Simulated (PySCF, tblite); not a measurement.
C6H11FO2Si.
Structure used (GFN2-xTB), in Å, numbered top down from 1:
```
atom  x, y, z in Å
C1     1.8729   -0.7837   -1.4020
C2     1.2372   -0.3001   -0.3301
O3    -0.0815   -0.4343   -0.1823
Si4   -1.0100    0.1154    1.0663
C5    -2.7064   -0.5233    0.4208
C6    -3.1763    0.0971   -0.8833
F7    -3.6471   -0.2258    1.4106
C8     1.9016    0.4227    0.7815
C9     3.3846    0.6321    0.7373
O10    1.2132    0.8247    1.6964
H11    2.9324   -0.6828   -1.5336
H12    1.3235   -1.2958   -2.1718
H13   -0.7767   -0.5858    2.3229
H14   -1.1218    1.5693    1.1088
H15   -2.7392   -1.6157    0.3371
H16   -4.1701   -0.2602   -1.1482
H17   -3.2127    1.1798   -0.7900
H18   -2.4796   -0.1682   -1.6728
H19    3.7018    1.1548    1.6362
H20    3.6499    1.2224   -0.1368
H21    3.8954   -0.3257    0.6734
```

Theory: PBE0/pcSseg-1 in PySCF (dipole) on a GFN2-xTB geometry, gas phase.

Take the most abundant isotopes and a rigid rotor. The values belong to one conformer with, in the numbering `[CH2:1]=[C:2]([O:3][SiH2:4][C@H:5]([CH3:6])[F:7])[C:8]([CH3:9])=[O:10]`, C1–C2–O3–Si4 -179°, C2–O3–Si4–C5 180°, O3–Si4–C5–C6 -64°, C1–C2–C8–C9 -1°.

(1) Give the principal moments of inertia and the rotational constants in MHz.

(2) What kind of rotor is it?

(3) Is it planar, by Δ = Ic − Ia − Ib?

(4) Give the other two planar moments, Paa and Pbb, and the rms extents of the mass along the axes.

(5) Predict some low-J microwave lines.

## Answers

(1) Ia = 197.09, Ib = 866.85, Ic = 1016.62 u·Å²; 505379 MHz·u·Å²/I gives A = 2564, B = 583.0, C = 497.1 MHz.

(2) A near-prolate asymmetric top. Ray's parameter κ = (2B − A − C)/(A − C) = -0.917; −1 is the prolate and +1 the oblate limit.

(3) Not planar: Δ = Ic − Ia − Ib = -47.33 u·Å². For a rigid frame Δ = −2 Σ m c², so Σ m c² = 23.67 u·Å² lies off the ab plane: 10.77 from hydrogen and 12.90 from heavier atoms. The atom farthest from that plane is 1.77 Å away.

(4) Paa = Σ m a² = (Ib + Ic − Ia)/2 = 843.19 and Pbb = Σ m b² = (Ia + Ic − Ib)/2 = 173.43 u·Å². With the mass M = 162.05 u, the rms extents √(P/M) along a, b and c are 2.28, 1.03, 0.38 Å.

(5) The dipole components are |μa| = 4.92 D, |μb| = 2.48 D, |μc| = 0.04 D. The squared components, which scale the intensities, stand as 1.00 : 0.25 : 0.00 (a : b : c). Some lines, for components of 0.1 D or more:

```csv
type,branch,"J(Ka,Kc)",MHz,lower level (cm⁻¹)
b,Q,"1(1,0) ← 1(0,1)",2067,0.036
b,Q,"3(1,2) ← 3(0,3)",2294,0.216
a,R,"3(2,2) ← 2(2,1)",3240,0.378
b,R,"2(1,2) ← 1(0,1)",4055,0.036
a,R,"4(3,2) ← 3(3,1)",4326,0.824
a,R,"5(4,1) ← 4(4,0)",5407,1.441
a,R,"5(3,3) ← 4(3,2)",5409,0.968
a,R,"5(2,3) ← 4(2,2)",5448,0.632
b,Q,"2(2,0) ← 2(1,1)",5946,0.180
b,Q,"5(3,2) ← 5(2,3)",10051,0.813
b,Q,"4(3,2) ← 4(2,3)",10130,0.630
b,Q,"5(3,3) ← 5(2,4)",10144,0.810
b,R,"4(2,2) ← 3(1,3)",10691,0.275
b,R,"5(2,4) ← 4(1,3)",11043,0.442
b,Q,"5(4,1) ← 5(3,2)",14159,1.149
```

Its GFN2-xTB frequencies are all real (lowest 33 cm⁻¹). No vibrational averaging or centrifugal distortion is included, and the geometry carries the error of its method. A rigid rotor knows nothing of internal rotation, which can split or shift real lines.
